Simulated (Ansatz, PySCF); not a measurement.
Precursor series Zn Cl-H. All species are isolated molecules in the gas phase.

Quantity: redistribution energy (mixed species minus the weighted end members), in kJ/mol.

Level 1: frozen-core CCSD(T)/def2-TZVPP // BP86-D3(BJ)/def2-SVP (Ansatz, an electronic-structure program)
Level 2: PBE-D3(BJ)/def2-TZVP // BP86-D3(BJ)/def2-SVP (PySCF)
Level 3: B3LYP/3-21G // BP86-D3(BJ)/def2-SVP (PySCF)
Level 4: HF/STO-3G // BP86-D3(BJ)/def2-SVP (PySCF)

| species | level 2 | level 3 | level 4 |
|---|---|---|---|
| 1 of 2 Cl replaced by H: [Zn(Cl)(H)] | -15.06 | -20.83 | -49.7 |

### Question
What does level 1 give for each?

### Answer

- 1 of 2 Cl replaced by H: [Zn(Cl)(H)]: -14.93
